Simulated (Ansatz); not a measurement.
(CdSe)5 ring (Cd5Se5), relaxed as a singlet with RKS r2SCAN-D4/def2-SVP in Ansatz, starting from the GFN1-xTB geometry. Force threshold 0.03 eV/Å.

In the def2 sets Cd takes a core potential; there is no spin–orbit coupling.

Start:

Cartesian coordinates in Å:
```
Cd -1.640 2.559 -0.206
Se 0.084 4.088 0.658
Cd 1.783 2.320 0.866
Se 3.834 1.018 1.256
Cd 2.743 -1.125 0.740
Se 2.197 -3.495 0.368
Cd -0.102 -3.020 -0.366
Se -2.422 -3.162 -1.170
Cd -2.785 -0.734 -1.035
Se -3.694 1.551 -1.111
```

Q: Estimate the energy that the relaxation releases and the steps that it takes.

A: 0.22 eV, in 15 steps; 1.7 min on 4 threads of Intel Xeon 6975P-C on a shared host. The force fell under the threshold at step 3, but the optimiser went on and released 0.147 eV more. No frequencies were taken in this run, so the end may be a saddle point.

Q: Does the start keep its bonding?

A: By distances, no bond broke or formed. The bond that changes most is Cd5–Se6, from 2.46 to 2.45 Å (atoms count from 1).

Q: Predict the relaxed structure.

A: 
```xyz
10

Cd   -1.631    2.499    0.029
Se   -0.258    3.308    1.898
Cd    1.718    2.269    0.875
Se    3.644    1.177   -0.185
Cd    2.770   -1.025    0.469
Se    1.962   -3.233    1.171
Cd   -0.200   -3.019    0.022
Se   -2.417   -3.067   -1.034
Cd   -2.612   -0.643   -1.370
Se   -2.976    1.735   -1.876
```
Bond lengths (bridged metal pairs left out): 10 × Cd–Se 2.45 to 2.46 Å.
